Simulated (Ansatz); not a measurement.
Al4F2⁻. Charge -1, multiplicity 2. Geometry PBE-D4/def2-SVPD.

```csv
atom,x (Å),y (Å),z (Å)
Al1,-0.617,-1.936,0.601
Al2,-1.189,-1.806,-1.822
Al3,0.858,2.694,-0.841
Al4,-0.112,0.198,-0.829
F5,-0.425,-2.488,2.235
F6,1.485,3.339,0.656
```

Another isomer (doublet) lies 0.73 eV lower at PBE0-D4/def2-TZVPD; other spin states weren't run for this one.

(1) Estimate the α-spin orbital energies around the gap (eV) in Ansatz with LDA (SPW92)/def2-TZVPD, r2SCAN-D4/def2-TZVPD, PBE0-D4/def2-TZVPD, BHLYP-D4/def2-TZVPD, ωB97M-V/def2-TZVPD.

Results:

(1) 
```csv
orbital,LDA (SPW92)/def2-TZVPD,r2SCAN-D4/def2-TZVPD,PBE0-D4/def2-TZVPD,BHLYP-D4/def2-TZVPD,ωB97M-V/def2-TZVPD
HOMO−13,-24.23,-26.02,-27.90,-31.25,-30.67
HOMO−12,-24.10,-25.94,-27.83,-31.20,-30.62
HOMO−11,-7.50,-7.71,-9.17,-11.02,-11.77
HOMO−10,-7.29,-7.53,-9.05,-10.96,-11.65
HOMO−9,-6.39,-6.63,-7.81,-9.58,-10.30
HOMO−8,-5.87,-6.09,-7.59,-9.52,-10.17
HOMO−7,-5.86,-6.08,-7.59,-9.51,-10.16
HOMO−6,-5.78,-6.04,-7.56,-9.45,-10.13
HOMO−5,-5.77,-6.04,-7.53,-9.09,-10.10
HOMO−4,-4.37,-4.55,-5.50,-6.55,-7.64
HOMO−3,-2.52,-2.52,-3.20,-3.84,-4.97
HOMO−2,-1.96,-1.96,-2.64,-3.30,-4.37
HOMO−1,-0.62,-0.62,-1.15,-1.68,-2.54
HOMO,-0.40,-0.59,-1.06,-1.41,-2.37
LUMO,0.42,0.61,1.13,1.91,2.66
LUMO+1,0.65,0.80,1.32,2.10,2.86
LUMO+2,1.42,1.88,2.23,2.87,3.31
LUMO+3,2.17,2.53,2.89,3.34,3.54
LUMO+4,2.33,2.78,2.91,3.52,3.73
LUMO+5,2.46,2.83,3.04,3.58,3.97
β HOMO,-0.55,-0.61,-1.05,-1.40,-2.45
β LUMO,0.08,0.54,0.95,1.60,2.14
```
